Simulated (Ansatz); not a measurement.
Basis-set extrapolation for AlCl$_{2}$F, SMILES `[F][Al]([Cl])[Cl]` (PBE0-D4/def2-TZVP geometry, frozen core, Ansatz 0.2.0). Multiplicity 1, RHF reference.

|  | def2-TZVPP | def2-QZVPP |
| --- | --- | --- |
| HF | -1260.669000 | -1260.706823 |
| MP2 correlation | -0.691896 | -0.762582 |
| CCSD(T) correlation | -0.750266 | -0.821952 |

Energies in hartree. Use E(X) = E(∞) + A·exp(−7.88·√X) for Hartree–Fock and E(X) = E(∞) + B·X^(−2.97) for correlation, with X = 3 and 4.

Question: What is the CCSD(T) energy at the basis-set limit?

Answer: HF limit: -1260.706823 + (-0.037823) × 0.13774 = -1260.71203. Correlation limit: -0.821952 + (-0.071686) × 0.74074 = -0.87505. Total: -1261.58708 hartree, 4.57 eV below CCSD(T)/def2-TZVPP.
